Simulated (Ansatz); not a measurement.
`C[SiH2][GaH2]` + `[OH][AlH2]` → `[AlH2][O][GaH2]` + `C[SiH3]` at 298.15 K and 1 bar (cleavage of the Ga–Si bond).

Calculated with Ansatz (gas phase, PBE0-D4/def2-TZVP geometries, no zero-point term in ΔE). CCSD(T)/CBS is the MP2 limit (def2-TZVPP, def2-QZVPP) plus CCSD(T) − MP2 in def2-TZVPP, frozen cores. This one scheme is used for every species. For Ga outer-core shells are correlated without core-valence functions, which leaves a few kJ/mol of doubt a bond. Scalar relativity is left out up to krypton.

```
          species  CCSD(T)/CBS energy (Eh)  H − E (kJ/mol)  S (J/(mol·K))
  `C[SiH2][GaH2]`              -2255.26778           194.9          345.6
     `[OH][AlH2]`               -319.03157            82.3          252.8
`[AlH2][O][GaH2]`              -2243.58748            99.5          328.0
        `C[SiH3]`               -330.73916           173.3          255.5
```

H − E and S are ideal-gas, rigid-rotor, harmonic terms from PBE0-D4/def2-TZVP. 1 Eh = 2625.50 kJ/mol, R = 8.31446 J/(mol·K).

Problem. By hand: ΔE, ΔH, ΔS and ΔG.

Solution. ΔE = (-2243.58748) + (-330.73916) − (-2255.26778) − (-319.03157) = -0.02729 Eh = -71.6 kJ/mol. Δ(H − E) = 99.5 + 173.3 − 194.9 − 82.3 = -4.4, so ΔH = -76.0 kJ/mol. ΔS = 328.0 + 255.5 − 345.6 − 252.8 = -14.9 J/(mol·K). ΔG = -76.0 − 298.15 × (-14.9)/1000 = -71.6 kJ/mol.

Problem. By hand: the equilibrium constant, and the temperature at which ΔG would vanish if ΔH and ΔS stayed fixed.

Solution. log₁₀ K = −ΔG/(RT ln 10) = 12.5. ΔG = 0 at ΔH/ΔS = 5101 K, far beyond where these terms or the molecules hold.

The number of gas molecules stays the same, so ΔS is small and ΔH decides. A doubt of 5 kJ/mol in ΔE shifts log₁₀ K by 0.9 here. Modes under 60 cm⁻¹, often nearly free rotors, make the harmonic entropy too high. These are equilibria of isolated gas molecules and say nothing of rates. Largest T1 diagnostic: 0.015 (customary marks: 0.02 for closed shells, 0.045 for open ones).
